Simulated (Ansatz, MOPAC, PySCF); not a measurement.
C5H11O2Sb, SMILES `[OH][Sb]([OH])[CH]1CCCC1`, neutral singlet in the gas phase. In the def2 sets core potentials replace the inner electrons of Sb.

Z-matrix (Å, degrees):
```
C
H 1 1.1034
C 1 1.5325 2 110.37
H 3 1.0995 1 112.61 2 -45.55
H 3 1.1057 4 107.16 1 121.08
C 1 1.5326 2 110.35 3 113.58
H 6 1.0996 1 112.63 2 45.47
H 6 1.1057 7 107.16 1 -121.09
C 3 1.5472 4 113.64 5 121.33
H 9 1.1009 3 111.79 4 -89.95
H 9 1.1010 10 106.67 3 -120.12
C 6 1.5473 7 113.61 8 -121.31
H 12 1.1009 6 111.78 7 90.05
H 12 1.1010 13 106.67 6 120.12
Sb 1 2.1611 2 102.90 6 123.23
O 15 2.0103 1 89.79 2 -49.19
H 16 0.9676 15 110.76 1 -168.93
O 15 2.0104 16 99.72 17 101.32
H 18 0.9676 15 110.75 16 -101.49
```
Charge 0, multiplicity 1.

All levels are single points at this geometry (B3LYP-D3(BJ)/def2-SVP); Pople sets use spherical d functions. Orbital energies aren't observables, and empty levels follow the basis.

HF/6-31G* (LANL2DZ on Sb) in PySCF gives dipole (D) = 3.26.

**Question.** Estimate the dipole (D) from each of these levels: CAM-B3LYP-D3(BJ)/def2-TZVP in Ansatz (a first-principles code); PBE-D3(BJ)/def2-TZVP in Ansatz; PBE0-D3(BJ)/def2-TZVP in Ansatz; PM3 in MOPAC; PM7 in MOPAC.

**Answer.** 
```
level                                 dipole (D)
------------------------------------  ----------
CAM-B3LYP-D3(BJ)/def2-TZVP in Ansatz        2.54
PBE-D3(BJ)/def2-TZVP in Ansatz              2.18
PBE0-D3(BJ)/def2-TZVP in Ansatz             2.34
PM3 in MOPAC                                3.97
PM7 in MOPAC                                4.63
```
